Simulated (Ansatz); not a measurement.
Program: Ansatz. Geometries: PBE0-D4/def2-TZVP. ΔE: electronic, gas phase. CCSD(T)/CBS is the MP2 limit (def2-TZVPP, def2-QZVPP) plus CCSD(T) − MP2 in def2-TZVPP, frozen cores. This one scheme is used for every species. DFT in def2-TZVPP. For Zn outer-core shells are correlated without core-valence functions, which leaves a few kJ/mol of doubt a bond. Scalar relativity is left out up to krypton. Each species was taken in one conformer, which may not be the lowest.

Reaction (ligand exchange at a Zn–C bond): `C[CH2][Zn][F]` + `OB(O)O` → `OB(O)[O][Zn][F]` + `CC`

```
          level  ΔE (kcal/mol)  difference from CCSD(T)/CBS
      r2SCAN-D4          -10.2                          1.6
        ωB97X-V          -11.3                          0.5
        ωB97M-V           -9.9                          1.9
            PBE           -7.3                          4.5
         r2SCAN          -10.2                          1.6
CCSD/def2-TZVPP          -12.5                         -0.7
  HF/def2-QZVPP          -17.4                         -5.6
 MP2/def2-QZVPP          -11.2                          0.6
   HF/CBS(def2)          -17.6                         -5.8
  MP2/CBS(def2)          -10.7                          1.1
    CCSD(T)/CBS          -11.8                            0
```

Largest T1 diagnostic among the species: 0.016.

From PBE to PBE0 (25 % exact exchange), in def2-TZVPP and without D4, ΔE moves by −1.4 kcal/mol. In def2-TZVPP, CCSD(T) changes the Hartree–Fock value by +4.3 kcal/mol (the triples alone add +0.5 kcal/mol) and MP2 by +5.4 kcal/mol.
